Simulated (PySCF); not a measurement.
C3H7BFN, SMILES FB1CCCN1.

Geometry: PBE0-D3(BJ)/def2-SVP. This is a generated structure with no PubChem entry under its InChIKey; it may be hypothetical. The values are those of a single conformer.

Level of theory: PySCF with TDA-PBE/def2-SVPD.

Vertical excitations. 

Task: List the lowest excited states. (An estimate is asked for; the answer gives what the named calculation found.)

Result: 
| state | energy (eV) | λ (nm) | f | main pairs |
|---|---|---|---|---|
| S1 | 6.00 | 207 | 0.001 | HOMO→LUMO 99 % |
| S2 | 6.66 | 186 | 0.010 | HOMO→LUMO+2 99 % |
| S3 | 6.92 | 179 | 0.002 | HOMO→LUMO+3 97 % |
| S4 | 7.10 | 175 | 0.004 | HOMO−1→LUMO 93 % |
| S5 | 7.27 | 171 | 0.065 | HOMO→LUMO+4 54 %, HOMO→LUMO+1 35 % |
| S6 | 7.38 | 168 | 0.126 | HOMO→LUMO+4 45 %, HOMO→LUMO+1 42 % |
| S7 | 7.75 | 160 | 0.001 | HOMO→LUMO+5 92 % |
| S8 | 7.77 | 160 | 0.029 | HOMO−1→LUMO+2 91 % |
| S9 | 7.79 | 159 | 0.012 | HOMO−1→LUMO+1 94 % |
| S10 | 7.92 | 156 | 0.013 | HOMO→LUMO+6 97 % |
| T1 | 5.82 | 213 | 0 | HOMO→LUMO 73 %, HOMO→LUMO+1 26 % |
| T2 | 5.92 | 210 | 0 | HOMO→LUMO+1 72 %, HOMO→LUMO 27 % |
| T3 | 6.55 | 189 | 0 | HOMO→LUMO+2 99 % |
| T4 | 6.82 | 182 | 0 | HOMO→LUMO+3 99 % |
Triplets are in the Tamm–Dancoff approximation.
